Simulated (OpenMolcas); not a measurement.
## Ag7+: the spin-orbit constant, worked from levels

```yaml
Program: OpenMolcas 26.06
Basis: ANO-RCC-VDZ [6s5p3d]
Scalar_Hamiltonian: DKH4, point nucleus
Active_space: 4 electrons in 5 orbitals (4d)
State_averaging: 2S+1 = 5 even, 5 roots; 2S+1 = 3 even, 45 roots (21 in the spin-orbit step); 2S+1 = 1 even, 50 roots (0 in the spin-orbit step)
Spin-orbit_coupling: RASSI with atomic mean-field integrals over the reference wave functions, term energies averaged over their components
```

Methods: CASSCF; SS-CASPT2, IPEA 0.25 Eh, imaginary shift 0.1 Eh (closed shells correlated: 4s 4p). Measured levels: Atoms 5, 11 (2017), spectra Ag VII to Ag IX.

**The spin-orbit constant.** For the Hund term 5D of d4, E(J) = (A/2) J(J+1) + constant and ζ = 2S·A = 4A. From J = 0 to J = 4 the energy changes by 10 A.

```json
{"Source": "CASSCF", "E(4) - E(0)": "7417.3", "A": "741.7", "ζ": "2967"}
{"Source": "SS-CASPT2", "E(4) - E(0)": "7596.1", "A": "759.6", "ζ": "3038"}
{"Source": "measured", "E(4) - E(0)": "7443.0", "A": "744.3", "ζ": "2977"}
```

All in cm-1. SS-CASPT2 is off by +2.1 % and CASSCF by -0.3 %. Both methods take the spin-orbit matrix elements from the reference wave functions, so the second can move ζ only through the term energies and any multistate remixing. Second-order mixing with other terms is absorbed into this ζ.

CASPT2 does not keep the components of a term degenerate, so their means are used; among the terms shown or strongly mixed into the levels shown the widest spread is 19 cm-1 (4d4 5D, SS-CASPT2). Some high roots are left out of the spin-orbit mixing, which shifts the levels that they would mix with. The basis is small and was not contracted for so high a charge. Without dynamic correlation excited terms often stand tens of per cent too high (terms of higher spin than the ground term too low), and those without a measured partner can miss by more than the paired ones (holds for CASSCF). Measured partners are found by configuration, term and J. A level has none where our copy of the source lacks it or the pairing is in doubt (some pairs that miss far off the trend of their configuration count as doubtful), and it then counts in no deviation. Only configurations of the active space appear.
